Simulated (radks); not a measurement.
Q: Valence configurations of the mercury ion Hg2+ (all share [Xe]). All-electron calculation, Dirac Kohn-Sham, PBE, spin-unpolarised, spherical densities, finite nucleus; open shells fill j = l - 1/2 first; Fermi nuclear charge, rms radius 5.4648 fm. Program: a radial shooting solver on a logarithmic mesh with Libxc functionals. Order these by energy: 4f13 5d10 6p1; 4f12.5 5d9 6s2 6p0.5; 4f13 5d8.5 6s2 6p0.5; 4f14 5d9 6s1; 4f14 5d8 6s2; 4f13 5d10 6s1; 4f14 5d10; 4f12 5d8 6s2 6p2; 4f12 5d9 6s2 6p1; 4f12 5d10 6s1 6p1.

A: From the lowest, in eV above it: 4f14 5d10 0.000; 4f14 5d9 6s1 5.339; 4f14 5d8 6s2 12.053; 4f13 5d10 6s1 96.785; 4f13 5d10 6p1 104.56; 4f13 5d8.5 6s2 6p0.5 113.54; 4f12.5 5d9 6s2 6p0.5 164.40; 4f12 5d10 6s1 6p1 216.81; 4f12 5d9 6s2 6p1 228.18; 4f12 5d8 6s2 6p2 250.36. NIST lists [Xe] 4f14 5d10 as the ground configuration; this level of theory agrees among the configurations tried. The energies are those of spherical spin-averaged densities, not of single terms.
